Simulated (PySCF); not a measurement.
A GIAO shielding run with PySCF (density fitting, non-relativistic, gas phase) on `C[C@@]1(OC(F)F)C[C@H](F)O[C@@H]1F`, C6H8F4O2:

```
$ OMP_NUM_THREADS=1 python probes_run.py task.json out

{"job": {"kind": "nmr", "xc": "PBE0", "basis": "pcSseg-1"}, "charge": 0, "multiplicity": 1}
C     -0.920117     1.281206    -0.354688
C     -0.077401     0.024780    -0.175884
O     -0.674605    -1.159804    -0.722335
C     -1.954384    -1.434782    -0.460688
F     -2.815931    -0.656338    -1.176538
F     -2.310892    -1.227818     0.828265
C      1.315462     0.167758    -0.812081
C      2.233361     0.511078     0.369377
F      3.187357    -0.462174     0.518289
O      1.440371     0.579117     1.511798
C      0.292979    -0.166813     1.322572
F      0.527772    -1.493745     1.567064
H     -1.856705     1.212087     0.193719
H     -0.362660     2.134761     0.022964
H     -1.143609     1.432331    -1.408426
H     -2.155187    -2.484333    -0.723403
H      1.337014     0.931651    -1.583999
H      1.613654    -0.790543    -1.236884
H      2.784035     1.454701     0.276373
H     -0.465663     0.157558     2.041469
```

Hardware: 1 thread of an Intel Xeon Platinum 8559C, shared host. The job also computes population analyses, field gradients, ring-centre shieldings.

(1) How large is the calculation?

(2) How long does it take, and how much memory does it need?

Results:

(1) 96 electrons, 244 basis functions and 1264 auxiliary functions.

(2) 63 s of wall time, with 14 SCF cycles and 4 response iterations; peak memory 1 GiB. Times on a shared host scatter by some tens of per cent.
